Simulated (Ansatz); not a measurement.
Isomers of CH8BGeN, relaxed with PBE0-D4/def2-TZVP in Ansatz; electronic energies, one conformer each and not always the lowest. Functionals use def2-TZVPP; CBS adds triple-zeta CCSD(T) − MP2 to the MP2 limit of def2-TZVPP and def2-QZVPP.

Outer-core shells of Ge are correlated without core-valence functions. Scalar relativity is left out up to krypton. Spin–orbit coupling is left out.

(1) Order them by energy at frozen-core CCSD(T)/CBS, lowest first. (Best estimate.)
A. `[BH2][GeH]([CH3])[NH2]`
B. `B[N](C)[GeH3]`
C. `BC[NH][GeH3]`

(2) How do B3LYP, r2SCAN-D4, ωB97M-V, HF/CBS(def2) place them (kcal/mol, against `B[N](C)[GeH3]`)? (Best estimate.)

Answers

(1) B (0.0 kcal/mol), A (23.3 kcal/mol), C (39.6 kcal/mol).

(2) Ansatz gave: 
```json
{"isomer": "`BC[NH][GeH3]`", "B3LYP": "38.3", "r2SCAN-D4": "36.9", "ωB97M-V": "38.2", "HF/CBS(def2)": "41.4"}
{"isomer": "`[BH2][GeH]([CH3])[NH2]`", "B3LYP": "25.0", "r2SCAN-D4": "24.4", "ωB97M-V": "25.0", "HF/CBS(def2)": "24.1"}
```

B3LYP here is the variant with VWN-RPA as its local correlation; programs differ in this.
